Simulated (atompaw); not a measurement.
## Reading a pseudo-wave (cobalt (Co))

Columns: radius, all-electron u(r) and pseudo u(r) of the 4p shell (level -1.28 eV) of cobalt in the configuration [Ne] 3s2 3p6 3d7 4s2 4p0; PBE, scalar-relativistic, PAW (atompaw) scheme, atompaw 4.2.0.5.

```
r (bohr)  all-electron   pseudo
   0.056        0.0527  -0.0006
   0.112        0.0960  -0.0024
   0.167        0.0909  -0.0051
   0.223        0.0519  -0.0087
   0.279       -0.0016  -0.0127
   0.335       -0.0552  -0.0170
   0.390       -0.1003  -0.0211
   0.446       -0.1348  -0.0248
   0.502       -0.1572  -0.0277
   0.558       -0.1679  -0.0296
   0.613       -0.1685  -0.0302
   0.669       -0.1608  -0.0291
   0.725       -0.1464  -0.0262
   0.781       -0.1270  -0.0210
   0.837       -0.1039  -0.0134
   0.892       -0.0787  -0.0036
   0.948       -0.0515   0.0088
   1.004       -0.0233   0.0234
   1.060        0.0053   0.0399
   1.115        0.0333   0.0577
   1.171        0.0615   0.0771
   1.227        0.0890   0.0977
   1.283        0.1157   0.1195
   1.338        0.1410   0.1421
   1.394        0.1658   0.1659
   1.450        0.1895   0.1895
```

Q: How many radial nodes do the two functions have?

A: The all-electron 4p function has n − l − 1 = 2; the pseudo-wave has 1, since 1 lower shell of the same l stays in the valence.

Q: Is the pseudo-wave norm-conserving?

A: No, it belongs to a PAW set: the norm inside the radius is not constrained, and the difference is carried by the augmentation charge.
